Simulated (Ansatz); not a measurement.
Consider the formal loss of a carbene: `CC(F)(F)OCF` → `FCOC(F)F` + `[CH2]` (triplet).

Calculated with Ansatz (gas phase, PBE0-D4/def2-TZVP geometries, no zero-point term in ΔE). CBS: MP2 limit from def2 TZ/QZ plus the TZ coupled-cluster correction, frozen cores. This one scheme is used for every species. DFT in def2-TZVPP. HSE06 is defined as in plane-wave codes. Triplets are unrestricted, without spin–orbit coupling. Each species was taken in one conformer, which may not be the lowest.

| level | ΔE (eV) | difference from CCSD(T)/CBS |
| --- | --- | --- |
| PBE-D4 | 4.87 | 0.02 |
| BLYP-D4 | 4.72 | -0.13 |
| r2SCAN-D4 | 4.64 | -0.21 |
| B97M-V | 4.89 | 0.04 |
| r2SCANh-D4 | 4.62 | -0.23 |
| r2SCAN0-D4 | 4.59 | -0.26 |
| HSE06-D4 | 4.80 | -0.05 |
| CAM-B3LYP-D4 | 4.83 | -0.02 |
| PBE-QIDH | 4.79 | -0.06 |
| PBE | 4.80 | -0.05 |
| BLYP | 4.58 | -0.27 |
| PBE0 | 4.74 | -0.11 |
| HF/def2-SVP | 3.43 | -1.42 |
| MP2/def2-SVP | 4.82 | -0.03 |
| CCSD/def2-SVP | 4.64 | -0.21 |
| MP2/def2-QZVPP | 4.91 | 0.06 |
| CCSD(T)/CBS | 4.85 | 0 |

Problem. What do rigid-rotor, harmonic-oscillator terms from PBE0-D4/def2-TZVP frequencies (298.15 K, 1 bar) make of the CCSD(T)/CBS value? (Best estimate.)

Solution. Computed: ΔZPE = -0.27 eV, ΔH = +4.65 eV, ΔS = 172 J/(mol·K), ΔG = +4.12 eV. Open shells count their whole term as degenerate.

Largest T1 diagnostic among the species: 0.012.

Leaving LDA and LC-ωPBE aside and taking each functional with its dispersion term where it has one, the values, not all of them listed here, spread over 0.38 eV, from r2SCAN0-D4 to ωB97X-V. LDA lies +0.83 eV from PBE without D4. The D4 term adds +0.11 eV with B3LYP and +0.06 eV with PBE0; it sums over pairs of atoms, weighted by their polarisabilities, and B3LYP, whose exchange is more repulsive, gets the larger term.

CCSD(T)/CBS has its own doubt, a few kJ/mol and more with outer-core shells, so smaller differences from it don't rank the levels.

B3LYP here is the variant with VWN-RPA as its local correlation; programs differ in this.
